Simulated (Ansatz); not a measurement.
Compare A (`C=C[SiH](C)S`) with its isomer B (`C=CSC[SiH3]`).

Program: Ansatz. Geometries: PBE0-D4/def2-TZVP. ΔE: electronic, gas phase. CCSD(T)/CBS adds triple-zeta CCSD(T) − MP2 to the extrapolated MP2 energy (def2 sets, frozen cores). Functionals use def2-TZVPP. B3LYP here is the variant with VWN-RPA as its local correlation; programs differ in this. One conformer a species, not always the lowest.

A:

```xyz
13

C     1.375    0.177    1.825
C     1.100   -0.191    0.576
Si   -0.444    0.348   -0.303
C    -1.456   -1.087   -0.930
S     0.047    1.493   -2.052
H     2.280   -0.136    2.339
H     0.700    0.813    2.392
H     1.815   -0.823    0.051
H    -1.223    1.176    0.659
H    -0.871   -1.705   -1.614
H    -1.780   -1.712   -0.094
H    -2.344   -0.735   -1.460
H     0.802    2.384   -1.389
```

B:

```xyz
13

C    -0.3273    0.2506   -2.6166
C     0.1801    0.5163   -1.4186
S     1.2792   -0.5413   -0.5727
C     1.0162   -0.0182    1.1396
Si   -0.6744   -0.5253    1.7934
H    -0.1474   -0.6919   -3.1209
H    -0.9300    0.9885   -3.1318
H    -0.0190    1.4650   -0.9269
H     1.7982   -0.5195    1.7160
H     1.1972    1.0564    1.2300
H    -0.7987   -2.0029    1.7292
H    -0.8310   -0.0774    3.2058
H    -1.7430    0.0996    0.9737
```

Which is lower in electronic energy at CCSD(T)/CBS, and by how much? (Best estimate.)

Computed: A, by 38.0 kcal/mol.

Give E(B) − E(A) in kcal/mol with PBE-D4, PBE0-D4, B2PLYP, CCSD/def2-TZVPP, B3LYP-D4, r2SCAN-D4, HF/def2-TZVPP. (Best estimate.)

Ansatz gave: PBE-D4 35.2, PBE0-D4 37.0, B2PLYP 37.3, CCSD/def2-TZVPP 38.4, B3LYP-D4 36.4, r2SCAN-D4 37.3, HF/def2-TZVPP 39.6. None reverses the order clearly.

Largest T1 diagnostic: 0.012.

From PBE to PBE0 (25 % exact exchange), in def2-TZVPP and without D4, E(B) − E(A) moves by +1.8 kcal/mol. In def2-TZVPP, CCSD(T) changes the Hartree–Fock value by −1.8 kcal/mol (the triples alone add −0.7 kcal/mol) and MP2 by −1.4 kcal/mol.
